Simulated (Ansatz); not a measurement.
Mulliken charges of Cl₂F₂H₂SSi₂, SMILES `F[SiH](F)S[SiH](Cl)Cl` from ωB97M-V/def2-TZVPP in Ansatz (PBE0-D4/def2-TZVP geometry).

```
atom   x (Å)   y (Å)   z (Å)  charge (e)
  F1  -1.268  -1.684   1.107      -0.281
 Si2   0.250  -1.235   1.110       0.690
  F3   0.322   0.044   2.041      -0.280
  S4   0.912  -0.777  -0.841      -0.235
 Si5  -0.165   1.042  -1.114       0.424
 Cl6   0.949   2.640  -0.532      -0.159
 Cl7  -0.560   1.198  -3.102      -0.156
  H8   1.074  -2.317   1.666      -0.017
  H9  -1.426   1.041  -0.353       0.014
```

**Question.** By hand: the dipole of these point charges (1 e Å = 4.8032 D).

**Answer.** Σ q r = (0.053, -0.320, 0.144) e Å, of length 0.355 e Å = 1.71 D.

**Question.** How does the dipole of the full density compare? (Estimate.)

**Answer.** The calculation gave: (0.075, -0.179, 0.048) e Å, 0.96 D; the point charges give 1.78 times that, at 16° from its direction.

Point charges leave out the atoms' own dipoles, such as those of lone pairs, and Mulliken's split depends on the basis, so the two needn't agree.
